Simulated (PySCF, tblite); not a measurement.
Isomers of C5H9Cl2 (doublet state), one GFN2-xTB conformer each. Single-point energies are computed at B3LYP/pcH-1 (PySCF, gas phase, no added dispersion term), electronic only. GFN2-xTB treats the open shell by occupation alone, and not every SCF solution was tested for stability.

Question: Rank them by B3LYP/pcH-1 energy, lowest first (kJ/mol).
A. `[CH2:1][C:2]([CH3:3])([CH3:4])[CH:5]([Cl:6])[Cl:7]` (doublet state) with H–C1–C2–C3 -137° and 47°, C1–C2–C5–Cl6 180°
B. `[CH2:1][C@H:2]([CH3:3])[CH2:4][CH:5]([Cl:6])[Cl:7]` (doublet state) with H–C1–C2–C3 -84° and 85°, C1–C2–C4–C5 -63°, C2–C4–C5–Cl6 170°
C. `CC(C)(C)[C](Cl)Cl` [radical]

Answer: C (0.0), B (28.8), A (34.7).

Neighbours under 21 kJ/mol apart ([CH2][C@H](C)CC(Cl)Cl and [CH2]C(C)(C)C(Cl)Cl) can change places with a better method, another conformer or zero-point energy. GFN2-xTB itself gives, in the same order: 0.0, 87.9, 79.3. Both levels put the same isomer lowest; measured from each level's own lowest isomer, the values differ by up to 59.1 kJ/mol ([CH2][C@H](C)CC(Cl)Cl: 87.9 against 28.8).

Question: What happens when harmonic zero-point energies from GFN2-xTB frequencies are added?

Answer: 
| SMILES | ZPE (kJ/mol) | electronic (kJ/mol) | with ZPE (kJ/mol) |
| --- | --- | --- | --- |
| CC(C)(C)[C](Cl)Cl | 332.9 | 0.0 | 0.0 |
| [CH2][C@H](C)CC(Cl)Cl | 326.5 | 28.8 | 22.5 |
| [CH2]C(C)(C)C(Cl)Cl | 325.2 | 34.7 | 27.0 |

The zero-point energies span 7.7 kJ/mol. The order is unchanged.
